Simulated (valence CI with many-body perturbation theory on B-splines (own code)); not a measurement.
Values are calculated unless marked as measured or tabulated.
## Se19+ in three bases

Method: relativistic CI+MBPT: five valence electrons over a frozen Dirac-Fock core [Ne], a basis of 9 s, 9 p, 8 d, 6 f, 3 g, 1 h functions for each j, with the one-electron correlation potential Σ1, the two-electron term Σ2, the three-electron term Σ3, Breit, model QED; selected CI, second order for the rest, scaled by the run's own slope (own B-spline code, finite nucleus).

No measured levels were compared; by estimate levels of excited configurations hold to 0.05 to 0.15 % of their energy, terms of the ground configuration to about 0.5 %. Among the levels kept, up to 1700 cm⁻¹ of a level comes from second order outside the variational space, and about a tenth of that is noise between levels of different J, which matters for small intervals.

The reference run has the lowest level 3s2 3p3 4S°_3/2 and an ionisation energy of 790.533 eV. Its largest variational space holds 19994 state functions.

Names give the largest LS component (configuration and term), which can be under half, so a name can repeat, a term be missing and a line seem to break the LS rules; names also repeat where a configuration has a term twice.

Changed runs:
A. basis 6 s, 6 p, 5 d, 3 f, 1 g
B. basis 5 s, 5 p, 4 d, 2 f

Excitation energies of the reference run in cm⁻¹, and shifts in cm⁻¹:

```
                 Level  Reference       A       B
       3s2 3p3 2D°_3/2      65149    +136    +513
       3s2 3p3 2D°_5/2      88323    +166    +626
       3s2 3p3 2P°_1/2     130766    +217    +762
       3s2 3p3 2P°_3/2     175305    +181    +656
         3s 3p4 4P_5/2     458231     -23     -30
         3s 3p4 4P_3/2     497649     -31     -58
         3s 3p4 4P_1/2     508568     -22    -8.0
         3s 3p4 2D_3/2     569567    +131    +390
         3s 3p4 2D_5/2     586228    +130    +410
     3s2 3p2 3d 2P_3/2     642867    +199    +441
         3s 3p4 2S_1/2     650736    +228    +617
     3s2 3p2 3d 4F_3/2     662082    +311    +768
Ionisation energy (eV)    790.533  -0.028  -0.089
```
